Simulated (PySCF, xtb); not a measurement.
H7NO2Si2, SMILES O([SiH2]O)[SiH2]N.

GFN2-xTB (xtb 6.7.1) at its own geometry gives an orbital gap of 5.98 eV and a dipole moment of 1.89 D.

Geometry: r2SCAN-D4/def2-SVP. This is a generated structure with no PubChem entry under its InChIKey; it may be hypothetical. The values are those of a single conformer.

Q: What does ωB97X/def2-TZVP (PySCF) give? (The exact figures need the calculation; the answer reports its results.)

A: gap 12.70 eV (levels -10.29 and 2.42 eV), dipole 2.06 D.
